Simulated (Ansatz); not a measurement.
System: IrH (charge 0, triplet). The spin state was set by rule; other spins were not relaxed. 
Structure (B3LYP-D3(BJ)/def2-TZVP (Ansatz, a quantum-chemistry and plane-wave program) minimum search):
SMILES: [IrH]
```xyz
2

Ir     0.0000     0.0000    -0.0200
H      0.0000     0.0000     1.5390
```
Charge 0, spin multiplicity 3.

Basis-set convergence of Hartree-Fock and CCSD correlation energies (hartree) with Ansatz. Valence correlation only, unless marked. UHF or UKS for open shells. Spin-orbit coupling is left out. The frozen core is the preceding noble-gas configuration, with the filled d and f shells of earlier blocks. In def2 rows, elements after Kr have scalar-relativistic effective core potentials.

| basis | functions | E(HF) | E(corr, CCSD) |
|---|---|---|---|
| def2-SVPD | 43 | -103.99752 | -0.21884 |
| def2-TZVPPD | 76 | -104.00806 | -0.28267 |
| def2-QZVPPD | 121 | -104.00919 | -0.29626 |

Extrapolating the two largest sets (X = 3 and 4) as X^-3: E(corr) = (64·(-0.29626) - 27·(-0.28267))/37 = -0.3062 Eh, an estimate of the basis-set limit. The largest set recovers 96.8 % of it, the smallest 71.5 %.
